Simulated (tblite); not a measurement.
Species: C6H14SSi.
Z-matrix (Å and degrees, GFN2-xTB geometry), rows numbered from 1:
```
C 
C   1  1.5194
C   2  1.5194  1  112.02
S   2  1.8499  1  108.36  3   121.87
C   4  1.7938  2  100.32  1   155.42
C   5  1.5384  4  116.74  2   -70.79
Si  6  1.8844  5   66.28  4  -112.44
C   7  1.8898  5  118.05  6   105.13
H   1  1.0878  2  110.07  3   -59.40
H   1  1.0887  2  110.12  3    60.53
H   1  1.0877  2  110.61  3  -179.13
H   2  1.0936  1  110.18  3  -123.34
H   3  1.0890  2  110.20  1   -61.59
H   3  1.0880  2  110.10  1    58.37
H   3  1.0882  2  110.87  1   178.40
H   5  1.0841  4  110.77  2    65.27
H   6  1.0818  5  114.82  7   112.21
H   6  1.0827  5  115.59  7  -115.88
H   7  1.4518  5  117.31  6  -103.52
H   8  1.0856  7  111.15  5    93.56
H   8  1.0858  7  111.46  5   -26.98
H   8  1.0851  7  110.54  5  -147.07
```

Method: GFN2-xTB as coded in tblite; computed harmonic values from a numerical Hessian at the method's own geometry, unscaled. This tight-binding method is rough: wavenumbers can miss measured ones by several per cent, in bad cases by 10 to 20. Modes of hydrogen on silicon can be 10 to 20 % off. One conformer, not necessarily the lowest.

Harmonic wavenumbers (cm⁻¹): 39.0, 47.8, 81.1, 105.2, 118.8, 172.3, 182.1, 191.5, 219.1, 288.3, 321.9, 338.4, 423.7, 471.5, 597.1, 627.8, 652.7, 669.3, 712.8, 768.9, 804.4, 832.4, 841.1, 914.5, 931.3, 944.9, 976.8, 1031.3, 1050.4, 1064.4, 1087.0, 1144.2, 1165.4, 1196.9, 1235.2, 1301.6, 1367.2, 1403.0, 1414.3, 1427.3, 1474.2, 1484.2, 1485.0, 1490.0, 1494.1, 1501.3, 2355.7, 2935.4, 2993.2, 3010.4, 3017.0, 3027.7, 3033.7, 3037.1, 3039.4, 3039.8, 3042.4, 3044.6, 3050.1, 3062.2.

A = 3599, B = 619.4, C = 601.3 MHz; mass 146.059 u (most abundant isotopes); point group C1, symmetry number 1.

Q: Zero-point energy?

A: Half the sum of the wavenumbers: 39890 cm⁻¹ = 477.19 kJ/mol.

Q: Give the ideal-gas entropy at 500 K and 1 bar in the rigid-rotor, harmonic-oscillator model (classical rotation).

A: Translation 181.76, rotation 131.39, vibration 263.89: S = 577.0 J/(mol K).

Q: And Cp and H(500 K) − H(0)?

A: Cp = 273.70 J/(mol K), of which vibrations give 240.44 (their classical limit is 60 R = 498.9); H(500 K) − H(0) = 81.49 kJ/mol without the zero-point energy, 64.86 from vibrations.

Q: Which modes carry the vibrational entropy at 500 K?

A: 39.0 cm⁻¹: 26.50; 47.8 cm⁻¹: 24.82; 81.1 cm⁻¹: 20.43; 105.2 cm⁻¹: 18.28; 118.8 cm⁻¹: 17.28; 172.3 cm⁻¹: 14.23 J/(mol K); the other 54 give 142.34 together.

Q: Blend soft modes into free rotors: weight 1/[1 + (100 cm⁻¹/ν̃)⁴] for the oscillator and the rest for a rotor with moment μB/(μ + B), μ = h/(8π²ν), B = 10⁻⁴⁴ kg m². What vibrational entropy results?

A: 240.60 J/(mol K) in place of 263.89, which changes −T·S at 500 K by +11.65 kJ/mol.

Hindered rotation and anharmonicity are outside this model. Other conformers, if any are populated, would add a mixing term that is left out. The structure is chiral; the term R ln 2 for an equal mix with its mirror image is left out.

Hardware: one thread, Arm Neoverse N1 (aarch64) (shared host). Cost: 1.9 s. This covers the Hessian and the dipole derivatives.
